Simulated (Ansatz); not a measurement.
Geometry optimisation, RKS B3LYP-D4/6-31G in Ansatz 0.2.0.

Input:

```yaml
crystal:
  periodic: [false, false, false]
  atoms:
    - { symbol: B, position_ang: [-2.6624, 1.4027, 0.9128] }
    - { symbol: C, position_ang: [-1.7218, 0.7796, -0.1044] }
    - { symbol: "N", position_ang: [-0.5767, 0.4453, 0.2753] }
    - { symbol: Al, position_ang: [0.7967, -0.3609, -0.878] }
    - { symbol: Si, position_ang: [2.7234, -1.2574, 0.002] }
    - { symbol: H, position_ang: [-3.792, 1.7757, 0.5402] }
    - { symbol: H, position_ang: [-2.3606, 1.6433, 2.025] }
    - { symbol: H, position_ang: [-1.9995, 0.6316, -1.1349] }
    - { symbol: H, position_ang: [0.2523, -0.828, -2.2817] }
    - { symbol: H, position_ang: [2.5023, -2.6418, 0.4592] }
    - { symbol: H, position_ang: [3.1189, -0.4487, 1.2045] }
    - { symbol: H, position_ang: [3.7963, -1.1965, -0.9861] }
basis:
  gaussian: { orbitals: "6-31G" }
hamiltonian:
  xc: b3lyp
  dispersion: d4
relax:
  f_tol: 0.015
  max_steps: 40
```

Launched with:

```bash
$ ansatz run input.yaml --threads 1 --pin off --max-ram 2048MiB --backend cpu --events-out ev --progress --plain --runs-dir out
```

**Question.** Where does it end, and by what steps?

**Answer.** It converged. Limits of this set-up: no polarisation functions. After 38 steps the energy has fallen by 1.189 eV; H8 moved furthest, 2.10 Å.

| step | energy less start (eV) | largest force component (eV/Å) | accepted |
| --- | --- | --- | --- |
| 0 | 0.0000 | 4.559 | yes |
| 2 | -0.3495 | 1.965 | no |
| 4 | -0.5114 | 0.166 | yes |
| 6 | -0.5336 | 0.340 | yes |
| 8 | -0.6142 | 0.653 | yes |
| 10 | -0.7572 | 0.924 | yes |
| 12 | -0.9923 | 0.567 | yes |
| 14 | -1.0679 | 0.651 | no |
| 16 | -1.1225 | 0.253 | yes |
| 18 | -1.1380 | 0.223 | yes |
| 20 | -1.1475 | 0.178 | yes |
| 22 | -1.1523 | 0.191 | yes |
| 24 | -1.1582 | 0.347 | yes |
| 26 | -1.1775 | 0.207 | yes |
| 28 | -1.1841 | 0.113 | yes |
| 30 | -1.1872 | 0.117 | yes |
| 32 | -1.1882 | 0.026 | yes |
| 34 | -1.1885 | 0.026 | yes |
| 36 | -1.1887 | 0.021 | yes |
| 38 | -1.1887 | 0.009 | yes |

```xyz
12
Properties=species:S:1:pos:R:3
B -2.123 0.993 0.840
C -1.407 1.653 -0.372
N -0.696 0.659 -0.742
Al 0.181 -0.888 -0.978
Si 2.322 -1.101 0.197
H -3.127 0.374 0.661
H -1.590 1.007 1.908
H -1.397 2.628 -0.869
H -0.519 -1.918 -1.978
H 2.511 -2.488 0.756
H 2.437 -0.130 1.340
H 3.486 -0.845 -0.728
```

Whether the end is a true minimum wasn't checked by a vibrational analysis.

Run time: 2.6 min on 1 thread of Arm Neoverse V2 (shared host), peak memory 0.19 GiB.
